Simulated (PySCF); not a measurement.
C$_{4}$H$_{9}$ (SMILES C[C](C)C), doublet, at a GFN2-xTB geometry; PySCF with PBE/6-31G*.

Here is a job for PySCF.
```python
from pyscf import gto, scf, dft

mol = gto.M(
    atom='''
C     0.000233   -0.000387    0.115316
C    -0.001963    1.478902   -0.016333
C     1.282761   -0.737245   -0.017130
C    -1.281036   -0.741762   -0.001923
H     0.005337    1.792035   -1.069507
H    -0.892102    1.910426    0.440060
H     0.880403    1.913912    0.452315
H     1.561752   -0.879420   -1.070313
H     2.097549   -0.191163    0.457676
H     1.213157   -1.727075    0.432463
H    -1.567902   -0.892161   -1.051871
H    -1.204589   -1.728453    0.453674
H    -2.093569   -0.195149    0.475924
''',
    basis='6-31g*',
    charge=0,
    spin=1,
    verbose=4,
)

mf = dft.UKS(mol)
mf.xc = 'pbe'
mf.kernel()
```

Task: Write the output that PySCF gives for this input, abridged.

Result: 
```
PySCF version 2.14.0

[INPUT] verbose = 4
[INPUT] num. atoms = 13
[INPUT] num. electrons = 33
[INPUT] charge = 0
[INPUT] spin (= nelec alpha-beta = 2S) = 1
[INPUT] symmetry False subgroup None
[INPUT] Mole.unit = angstrom
[INPUT] Symbol           X                Y                Z      unit          X                Y                Z       unit  Magmom
[INPUT]  1 C      0.000233000000  -0.000387000000   0.115316000000 AA    0.000440306187  -0.000731324010   0.217915657780 Bohr   0.0
[INPUT]  2 C     -0.001963000000   1.478902000000  -0.016333000000 AA   -0.003709532383   2.794719745072  -0.030864896793 Bohr   0.0
[INPUT]  3 C      1.282761000000  -0.737245000000  -0.017130000000 AA    2.424066973273  -1.393191136705  -0.032371008514 Bohr   0.0
[INPUT]  4 C     -1.281036000000  -0.741762000000  -0.001923000000 AA   -2.420807195708  -1.401727029610  -0.003633943338 Bohr   0.0
[INPUT]  5 H      0.005337000000   1.792035000000  -1.069507000000 AA    0.010085468327   3.386455355635  -2.021075318305 Bohr   0.0
[INPUT]  6 H     -0.892102000000   1.910426000000   0.440060000000 AA   -1.685828455177   3.610181921248   0.831592878376 Bohr   0.0
[INPUT]  7 H      0.880403000000   1.913912000000   0.452315000000 AA    1.663720549245   3.616769506519   0.854751472033 Bohr   0.0
[INPUT]  8 H      1.561752000000  -0.879420000000  -1.070313000000 AA    2.951283554492  -1.661862948465  -2.022598437562 Bohr   0.0
[INPUT]  9 H      2.097549000000  -0.191163000000   0.457676000000 AA    3.963793142855  -0.361245715150   0.864882293786 Bohr   0.0
[INPUT] 10 H      1.213157000000  -1.727075000000   0.432463000000 AA    2.292534476099  -3.263698746583   0.817236629008 Bohr   0.0
[INPUT] 11 H     -1.567902000000  -0.892161000000  -1.051871000000 AA   -2.962905370158  -1.685939949018  -1.987748108372 Bohr   0.0
[INPUT] 12 H     -1.204589000000  -1.728453000000   0.453674000000 AA   -2.276343302664  -3.266302789183   0.857319609836 Bohr   0.0
[INPUT] 13 H     -2.093569000000  -0.195149000000   0.475924000000 AA   -3.956272032880  -0.368778163483   0.899366016108 Bohr   0.0

nuclear repulsion = 125.979982016193
number of shells = 42
number of NR pGTOs = 144
number of NR cGTOs = 74
basis = 6-31g*
ecp = {}

******** <class 'pyscf.dft.uks.UKS'> ********
method = UKS
initial guess = minao
damping factor = 0
level_shift factor = 0
DIIS = <class 'pyscf.scf.diis.CDIIS'>
diis_start_cycle = 1
diis_space = 8
diis_damp = 0
SCF conv_tol = 1e-09
SCF conv_tol_grad = None
SCF max_cycles = 50
direct_scf = True
direct_scf_tol = 1e-13
number electrons alpha = 17  beta = 16
XC library pyscf.dft.libxc version 7.1.2
    S. Lehtola, C. Steigemann, M. J. T. Oliveira, and M. A. L. Marques,  SoftwareX 7, 1–5 (2018)
XC functionals = pbe
    J. P. Perdew, K. Burke, and M. Ernzerhof,  Phys. Rev. Lett. 77, 3865 (1996)
    J. P. Perdew, K. Burke, and M. Ernzerhof,  Phys. Rev. Lett. 78, 1396 (1997)
    J. P. Perdew, K. Burke, and M. Ernzerhof,  Phys. Rev. Lett. 77, 3865 (1996)
    J. P. Perdew, K. Burke, and M. Ernzerhof,  Phys. Rev. Lett. 78, 1396 (1997)
radial grids:
    Treutler-Ahlrichs [JCP 102, 346 (1995); DOI:10.1063/1.469408] (M4) radial grids

becke partition: Becke, JCP 88, 2547 (1988); DOI:10.1063/1.454033
pruning grids: <function nwchem_prune>
grids dens level: 3
symmetrized grids: False
atomic radii adjust function: <function treutler_atomic_radii_adjust>
small_rho_cutoff = 0
Set gradient conv threshold to 3.16228e-05
tot grids = 144744
init E= -157.551706910481

cycle= 1 E= -157.458181009236  delta_E= 0.0935  |g|= 0.405  |ddm|= 2.15
cycle= 2 E= -157.359394849819  delta_E= 0.0988  |g|= 0.581  |ddm|= 1.17
cycle= 3 E= -157.551590814838  delta_E= -0.192  |g|= 0.0343  |ddm|= 0.771
cycle= 4 E= -157.55203139433  delta_E= -0.000441  |g|= 0.0207  |ddm|= 0.0615
cycle= 5 E= -157.552247046453  delta_E= -0.000216  |g|= 0.0022  |ddm|= 0.0232
cycle= 6 E= -157.552250040776  delta_E= -2.99e-06  |g|= 0.000697  |ddm|= 0.00391
cycle= 7 E= -157.55225036419  delta_E= -3.23e-07  |g|= 0.000284  |ddm|= 0.00195
cycle= 8 E= -157.552250417272  delta_E= -5.31e-08  |g|= 3.6e-05  |ddm|= 0.00062
cycle= 9 E= -157.552250418511  delta_E= -1.24e-09  |g|= 6.57e-06  |ddm|= 7.7e-05
cycle= 10 E= -157.552250418536  delta_E= -2.47e-11  |g|= 5.65e-06  |ddm|= 1.31e-05
Extra cycle  E= -157.552250418513  delta_E= 2.27e-11  |g|= 8.54e-06  |ddm|= 1.26e-05
converged SCF energy = -157.552250418513  <S^2> = 0.75327268  2S+1 = 2.00327
```
